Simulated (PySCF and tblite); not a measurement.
Values are calculated unless marked as measured or tabulated.
3 regioisomers of C5H7NO2:

```
isomer                                                SMILES
     A    [N:1]#[C:2][CH:3]1[O:4][CH2:5][CH2:6][CH2:7][O:8]1
     B  [N:1]#[C:2][C@@H:3]1[CH2:4][CH2:5][O:6][CH2:7][O:8]1
     C    [N:1]#[C:2][CH:3]1[CH2:4][O:5][CH2:6][O:7][CH2:8]1
```

Protocol: conformer search, at most 4 conformers an isomer, GFN2-xTB geometries, energies PBE0/pcSseg-1 (D3(BJ) added where defined), weights at 298.15 K with GFN2-xTB thermal terms. Programs: PySCF with density fitting and tblite.

Rank the isomers by free energy at 298.15 K.


```json
{"isomer": "C", "ΔG (kcal/mol)": "0.0", "ΔE, lowest conformer": "0.0", "conformers": "2", "largest weight %": "87", "rms dipole (D)": "2.90"}
{"isomer": "B", "ΔG (kcal/mol)": "1.7", "ΔE, lowest conformer": "1.6", "conformers": "2", "largest weight %": "91", "rms dipole (D)": "2.84"}
{"isomer": "A", "ΔG (kcal/mol)": "3.2", "ΔE, lowest conformer": "3.1", "conformers": "2", "largest weight %": "99", "rms dipole (D)": "3.38"}
```

ΔG is for one enantiomer.
